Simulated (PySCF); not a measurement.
Computed IR spectrum (relative IR intensity) of a molecule C₂H₇BO₃. Coordinates come from a PBE-D3(BJ)/def2-SVP optimisation. One conformer was computed; it need not be the lowest. These are PySCF with PBE-D3(BJ)/def2-SVP values and carry that method's errors. Frequencies are harmonic and unscaled.

ν (cm⁻¹): 44 (w), 189 (vw), 222 (w), 261 (m), 279 (w), 365 (vw), 426 (w), 483 (w), 547 (m), 637 (m), 688 (m), 733 (w), 886 (vw), 977 (w), 991 (s), 1050 (m), 1063 (w), 1078 (m), 1147 (m), 1268 (s), 1305 (m), 1332 (vw), 1386 (m), 1416 (m), 1435 (m), 1466 (vs), 2892 (m), 2952 (w), 3036 (w), 3069 (w), 3592 (s), 3704 (w), 3725 (m) (against the strongest line: vs over 80 %, s over 45 %, m over 15 %, w over 4 %, vw less)

Task: Pick the molecule that these values belong to.
A. CCOB(O)O
B. OCCB(O)O
C. C[C@H](O)B(O)O
D. COB(O)CO

Result: C, C[C@H](O)B(O)O
